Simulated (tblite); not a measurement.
Species: C2H7F3NSi2 (doublet state).
Geometry (GFN2-xTB, Å), atoms numbered from 1 in this order:
```
atom  x, y, z in Å
F1     2.759   -0.764   -1.905
C2     2.451   -0.088   -0.790
F3     2.538    1.233   -1.085
F4     3.510   -0.298    0.061
C5     1.147   -0.461   -0.249
N6     0.542    0.325    0.687
Si7   -1.068    0.082    1.326
Si8   -2.613    0.061   -0.407
H9     0.744   -1.428   -0.468
H10    1.039    1.184    0.868
H11   -1.134    1.186    2.285
H12   -0.989   -1.178    2.080
H13   -3.657   -0.942   -0.175
H14   -3.295    1.350   -0.559
H15   -1.978   -0.254   -1.691
```

The geometry is computed with GFN2-xTB (gas phase). This method treats the open shell by occupation alone, without spin polarisation.

Masses are those of the commonest isotopes; rigid-rotor values at the optimised geometry. The values belong to one conformer with, in the numbering `[F:1][C:2]([F:3])([F:4])[CH:5][NH:6][SiH2:7][SiH3:8]`, C2–C5–N6–Si7 175°, C5–N6–Si7–Si8 -57°.

**Question.** Give the principal moments of inertia and the rotational constants in cm⁻¹.

**Answer.** Ia = 184.26, Ib = 869.85, Ic = 946.84 u·Å²; 505379 MHz·u·Å²/I gives 2743, 581.0 and 533.8 MHz, that is A = 0.09149, B = 0.01938, C = 0.01780 cm⁻¹.

**Question.** Classify the top.

**Answer.** A near-prolate asymmetric top. Ray's parameter κ = (2B − A − C)/(A − C) = -0.957; −1 is the prolate and +1 the oblate limit.

**Question.** What does the inertial defect say?

**Answer.** Not planar: Δ = Ic − Ia − Ib = -107.28 u·Å². For a rigid frame Δ = −2 Σ m c², so Σ m c² = 53.64 u·Å² lies off the ab plane: 8.81 from hydrogen and 44.83 from heavier atoms. The atom farthest from that plane is 1.45 Å away.

**Question.** Give the other two planar moments, Paa and Pbb, and the rms extents of the mass along the axes.

**Answer.** Paa = Σ m a² = (Ib + Ic − Ia)/2 = 816.21 and Pbb = Σ m b² = (Ia + Ic − Ib)/2 = 130.62 u·Å². With the mass M = 158.01 u, the rms extents √(P/M) along a, b and c are 2.27, 0.91, 0.58 Å.

**Question.** List the rotational levels J(Ka,Kc) to J = 3 (MHz).

**Answer.** Above 0(0,0):
J = 1: 1(0,1) 1115, 1(1,1) 3276, 1(1,0) 3324
J = 2: 2(0,2) 3343, 2(1,2) 5459, 2(1,1) 5600, 2(2,1) 12086, 2(2,0) 12086
J = 3: 3(0,3) 6685, 3(1,3) 8732, 3(1,2) 9015, 3(2,2) 15430, 3(2,1) 15434, 3(3,1) 26357, 3(3,0) 26357
Those of J = 1 are B + C, A + C and A + B.

**Question.** Estimate the classical rotational partition function at 10 K, 25 K and 298.15 K.

**Answer.** Point group C1, symmetry number σ = 1; q = (√π/σ)·√((kT/h)³/(ABC)), k/h = 20836.6 MHz/K: 5780 at 10 K, 22800 at 25 K, 941000 at 298.15 K.

For this open shell read J as N, the rotation without spin; fine and hyperfine splittings come on top. Its lowest GFN2-xTB frequency is 12i cm⁻¹, too small to tell a flat minimum from a shallow saddle. Constants of a rigid frame at the computed geometry: no zero-point averaging, no centrifugal distortion.
